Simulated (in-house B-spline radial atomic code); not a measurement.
Inner levels of strontium as electrons are removed. A shift is the extra binding of the orbital against the neutral atom ([Kr] 5s2). Computed with a radial B-spline atomic code at the basis-set limit: non-relativistic Hartree-Fock, average of the configuration, point nuclei.

This level leaves out relativity, spin-orbit splitting included, which matters for heavy ions.

```
  ion  configuration  shift of 3s (eV)  shift of 2s (eV)  shift of 2p (eV)  radius of 3s (bohr)  radius of 2s (bohr)  radius of 2p (bohr)  Σ<r²> (bohr²)  change of density at nucleus (bohr⁻³)
Sr19+       [Ar] 3d1            589.58            711.03            713.85              0.45255               0.1751              0.15078         2.2427                                  111.3
Sr20+   [Ne] 3s2 3p6            642.12            781.09            784.44              0.44771              0.17486              0.15053         2.0124                                 137.28
Sr21+   [Ne] 3s2 3p5            689.73            847.51            851.82              0.44395              0.17459              0.15051           1.76                                 167.57
Sr22+   [Ne] 3s2 3p4            738.08            915.25             920.6              0.44026              0.17431              0.15027         1.5184                                 198.86
Sr23+   [Ne] 3s2 3p3            787.19            984.31            990.75              0.43664              0.17401              0.15002         1.2869                                 231.16
Sr24+   [Ne] 3s2 3p2            837.04           1054.66           1062.29              0.43308              0.17371              0.14976          1.065                                 264.46
Sr25+   [Ne] 3s2 3p1            887.63           1126.31           1135.18              0.42958              0.17339              0.14949        0.85217                                 298.78
Sr26+       [Ne] 3s2            938.96           1199.25           1209.44              0.42614              0.17307               0.1492        0.64795                                 334.11
```
